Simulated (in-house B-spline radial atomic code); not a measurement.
A fraction x of an electron is removed from 6s in Tm II (Tm+), starting from [Xe] 4f13 6s1 and keeping the highest spin. Computed with a radial B-spline atomic code at the basis-set limit: scalar-relativistic (X2C) OLYP, spin-polarised, spherical fractional occupations, Fermi nucleus of rms radius 5.2256 fm.

| x | E(x) - E(0) (eV) | 6s up level (eV) |
| --- | --- | --- |
| 0 | 0.0000 | -9.178 |
| 0.12 | 1.1388 | -9.803 |
| 0.21 | 2.0422 | -10.274 |
| 0.26 | 2.5625 | -10.537 |
| 0.45 | 4.6614 | -11.565 |
| 0.5 | 5.2466 | -11.848 |
| 0.54 | 5.7252 | -12.079 |
| 0.67 | 7.3469 | -12.886 |
| 0.77 | 8.6700 | -13.591 |
| 0.94 | 11.0994 | -15.049 |
| 1 | 12.0184 | - |

The exact functional would give a straight line between the two integer points. Deviations E(x) - E(0) - x[E(1) - E(0)], in eV: -0.303 at x = 0.12, -0.482 at x = 0.21, -0.562 at x = 0.26, -0.747 at x = 0.45, -0.763 at x = 0.5, -0.765 at x = 0.54, -0.705 at x = 0.67, -0.584 at x = 0.77, -0.198 at x = 0.94.

The curve lies below the straight line by up to 0.765 eV (at x = 0.54): convex, the delocalisation error that favours fractional charges.

Question: How well does Slater's transition state (minus the level at half occupation) give the ionisation energy?

Answer: It gives 11.848 eV against 12.018 eV from the two total energies; NIST lists 12.06 eV, ground level to ground level.
